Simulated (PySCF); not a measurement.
Method: PBE-D3(BJ)/def2-TZVP // CAM-B3LYP-D3(BJ)/def2-TZVP (PySCF). Isolated molecules, 0 K electronic values unless said otherwise. 

Reference species (SMILES): `B=C=BC` (neutral, multiplicity 1).

The HOMO–LUMO gap is 4.00 eV and the LUMO comes out as -2.12 eV.

Changed species: `B1=BCC1`.

Q: Give the shifts of the HOMO–LUMO gap and LUMO.

A: the HOMO–LUMO gap falls by 3.12 eV, to 0.88 eV; the LUMO falls by 1.37 eV, to -3.49 eV.
